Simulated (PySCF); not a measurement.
C2H3N3, SMILES n1c[nH]nc1 (connectivity only; charge and spin as stated), charge +1, multiplicity 2.

Coordinates come from a PBE0-D3(BJ)/def2-SVP optimisation. The spin state was assumed, not searched.

The numbers are results of TDA-M06-2X/def2-SVPD (PySCF), not measurements.

Vertical excitations. 

```csv
state,energy (eV),λ (nm),f,main pairs
root 1,0.59,2090,0.000,"β HOMO→LUMO 63 %, β HOMO−2→LUMO 35 %"
root 2,1.35,922,0.000,"β HOMO−2→LUMO 61 %, β HOMO→LUMO 36 %"
root 3,2.06,603,0.041,β HOMO−1→LUMO 92 %
root 4,5.53,224,0.000,"α HOMO→LUMO 40 %, α HOMO→LUMO+1 7 %, β HOMO→LUMO+1 45 %"
root 5,5.69,218,0.004,β HOMO−3→LUMO 85 %
root 6,6.34,196,0.000,"α HOMO−1→LUMO 17 %, α HOMO−1→LUMO+1 15 %, β HOMO−1→LUMO+1 52 %, β HOMO−1→LUMO+2 14 %"
root 7,6.54,190,0.000,"α HOMO→LUMO+1 41 %, α HOMO→LUMO 9 %, β HOMO→LUMO+2 39 %"
root 8,6.74,184,0.000,β HOMO−5→LUMO 89 %
root 9,6.78,183,0.000,β HOMO−4→LUMO 86 %
root 10,6.84,181,0.002,"α HOMO−2→LUMO 37 %, β HOMO−2→LUMO+1 51 %"
```
Unrestricted roots are not spin-pure.
